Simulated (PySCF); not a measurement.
**Electron correlation in As+ (arsenic, charge +1)**

[Ar] 3d10 4s1 4p2 4d1, one real determinant (an excited configuration). Computed with PySCF 2.14 in aug-cc-pVTZ-PP with ECP10MDF (6s5p4d2f, 55 functions), with scalar relativity through the core potential. Frozen: 3s2 3p6 3d10; 4 electrons correlated.

```
  level  correlation energy (mhartree)
   CCSD                         -38.13
    (T)                          -4.11
CCSD(T)                         -42.24
```

Diagnostics: T1 = 0.031, D1 = 0.0842, largest double amplitude 0.405.

The real determinant used has ⟨L²⟩ near 8 against 12 for a pure F term, so it mixes terms. The outer electron is Rydberg-like, and this basis confines it to a smaller radius and binds it less than a complete one would. T1 exceeds 0.03, a sign that the reference determinant is poor. A double-excitation amplitude exceeds 0.15, a sign of near-degeneracy.

Cost of the coupled-cluster step: roughly 2.3 core-seconds, for 4 correlated electrons.

Iterations:

```
CC2 = 0
CCSD nocc = (np.int64(4), np.int64(0)), nmo = (46, 46)
frozen orbitals [[0, 1, 2, 3, 4, 5, 6, 7, 8], [0, 1, 2, 3, 4, 5, 6, 7, 8]]
max_cycle = 100
direct = 0
conv_tol = 1e-08
conv_tol_normt = 1e-06
diis_space = 8
diis_start_cycle = 0
Init t2, MP2 energy = -0.0191364352904741
Init E_corr(UCCSD) = -0.0191364352994538
cycle = 1  E_corr(UCCSD) = -0.0247740159950202  dE = -0.0056375807  norm(t1,t2) = 0.0493426
cycle = 2  E_corr(UCCSD) = -0.0269614224133872  dE = -0.00218740642  norm(t1,t2) = 0.0367024
cycle = 3  E_corr(UCCSD) = -0.0304562655780848  dE = -0.00349484316  norm(t1,t2) = 0.0327207
cycle = 4  E_corr(UCCSD) = -0.0347913082924977  dE = -0.00433504271  norm(t1,t2) = 0.0266808
cycle = 5  E_corr(UCCSD) = -0.0367892985192143  dE = -0.00199799023  norm(t1,t2) = 0.0163055
cycle = 6  E_corr(UCCSD) = -0.0369439008371405  dE = -0.000154602318  norm(t1,t2) = 0.0148676
cycle = 7  E_corr(UCCSD) = -0.0369844096629477  dE = -4.05088258e-05  norm(t1,t2) = 0.0133271
cycle = 8  E_corr(UCCSD) = -0.0389075629103706  dE = -0.00192315325  norm(t1,t2) = 0.00489862
cycle = 9  E_corr(UCCSD) = -0.0379100022193632  dE = 0.000997560691  norm(t1,t2) = 0.0029556
cycle = 10  E_corr(UCCSD) = -0.0381527452811992  dE = -0.000242743062  norm(t1,t2) = 0.000966336
cycle = 11  E_corr(UCCSD) = -0.0381210097040961  dE = 3.17355771e-05  norm(t1,t2) = 0.000108536
cycle = 12  E_corr(UCCSD) = -0.0381282160971221  dE = -7.20639303e-06  norm(t1,t2) = 3.02373e-05
cycle = 13  E_corr(UCCSD) = -0.0381283518097053  dE = -1.35712583e-07  norm(t1,t2) = 1.86691e-06
cycle = 14  E_corr(UCCSD) = -0.0381283322391825  dE = 1.95705228e-08  norm(t1,t2) = 2.13863e-07
cycle = 15  E_corr(UCCSD) = -0.0381283329930477  dE = -7.53865213e-10  norm(t1,t2) = 3.61346e-08
UCCSD converged
E(UCCSD) = -330.2722948043543  E_corr = -0.03812833299304769
UCCSD(T) correction = -0.00410650923103533
```

The reference is one real determinant that mixes LS terms of this configuration.
